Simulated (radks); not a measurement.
All-electron atom: Pd I in [Kr] 4d10.

Method: Dirac Kohn-Sham, SOGGA, spin-unpolarised, spherical densities, finite nucleus; Fermi nuclear charge, rms radius 4.5318 fm; computed with a radial shooting solver on a logarithmic mesh with Libxc functionals.

Energy parts (hartree):
| part | energy |
|---|---|
| total | -5044.04157 |
| kinetic | 5268.09118 |
| electron-nucleus | -12230.18980 |
| Hartree | 2059.45864 |
| exchange-correlation | -141.40159 |

Orbitals (lengths in bohr, moments of r in powers of bohr):
| orbital | occ. | eigenvalue (hartree) | <r^4> | <r^2> |
|---|---|---|---|---|
| 1s1/2 | 2 | -887.0362 | 4.890e-06 | 0.001372 |
| 2s1/2 | 2 | -129.4764 | 0.0008749 | 0.02252 |
| 2p1/2 | 2 | -120.1202 | 0.0005717 | 0.01686 |
| 2p3/2 | 4 | -114.2674 | 0.0006550 | 0.01819 |
| 3s1/2 | 2 | -23.32978 | 0.04173 | 0.1648 |
| 3p1/2 | 2 | -19.63558 | 0.04164 | 0.1605 |
| 3p3/2 | 4 | -18.61534 | 0.04645 | 0.1697 |
| 3d3/2 | 4 | -12.06652 | 0.04309 | 0.1511 |
| 3d5/2 | 6 | -11.86304 | 0.04462 | 0.1539 |
| 4s1/2 | 2 | -3.12642 | 1.573 | 1.018 |
| 4p1/2 | 2 | -1.98694 | 2.316 | 1.202 |
| 4p3/2 | 4 | -1.82375 | 2.641 | 1.280 |
| 4d3/2 | 4 | -0.15471 | 25.95 | 3.147 |
| 4d5/2 | 6 | -0.13870 | 29.59 | 3.317 |
| 5s1/2 | 0 | -0.11705 | 358.0 | 13.97 |

The highest occupied level is 4d5/2 at -3.774 eV. For comparison, the ionisation energy in NIST's Atomic Spectra Database is 8.337 eV (measured). In exact Kohn-Sham theory the highest level is minus the ionisation energy, but local and semilocal functionals leave it too shallow, through self-interaction and a potential that decays too fast; potentials with the right tail come closer. The density falls to 0.001 e/bohr^3 at r = 4.07 bohr. The electron density at the nucleus is 1.326e+05 e/bohr^3. Summed over all electrons, <r^2> = 45.06 bohr^2, which gives a Langevin (diamagnetic) susceptibility term of -35.7 x 10^-6 cm^3/mol.
